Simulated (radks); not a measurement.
Neutral zirconium, configuration [Kr] 4d2 5s2. Method: scalar-relativistic Kohn-Sham, PBE, spin-polarised, spherical densities, point nucleus; open shells are filled with parallel spins first (spin-orbit coupling, left out, can overturn this in heavy ions); hard spherical wall at 2.5 bohr; computed with a radial shooting solver on a logarithmic mesh with Libxc functionals.

Normalised radial functions P(r) = r R(r), r in bohr:

```
   r/bohr * 4d down, o 4f up (the largest magnitude, 0.973, reaches the edge; | marks zero, & curves that meet)
  0.00159                             &
 0.002022                             &
  0.00257                             &
 0.003294                             &
 0.004187                             &
 0.005323                             &
 0.006767                             &
 0.008602                             &
  0.01094                             &
  0.01401                             &
  0.01782                             &
  0.02265                             &
  0.02879                             &
   0.0366                             &
  0.04653                             o*
  0.05962                             o*
   0.0758                             o *
  0.09636                             o   *
   0.1225                             o     *
   0.1557                             o       *
    0.198                             |o         *
   0.2517                             |o           *
   0.3225                             | o          *
     0.41                             |   o     *
   0.5212                             |   * o
   0.6625                        *    |        o
   0.8422               *             |             o
    1.071      *                      |                   o
    1.372  *                          |                         o
    1.744     *                       |                         o
    2.217                  *          |            o
```

4d down (empty): eigenvalue 35.058 eV, 1 radial node at r = 0.584 bohr, <r> = 1.41 bohr, 90 % of the charge inside 1.94 bohr. 4f up (empty): eigenvalue 69.282 eV, 0 radial nodes, <r> = 1.52 bohr, 90 % of the charge inside 2.01 bohr.
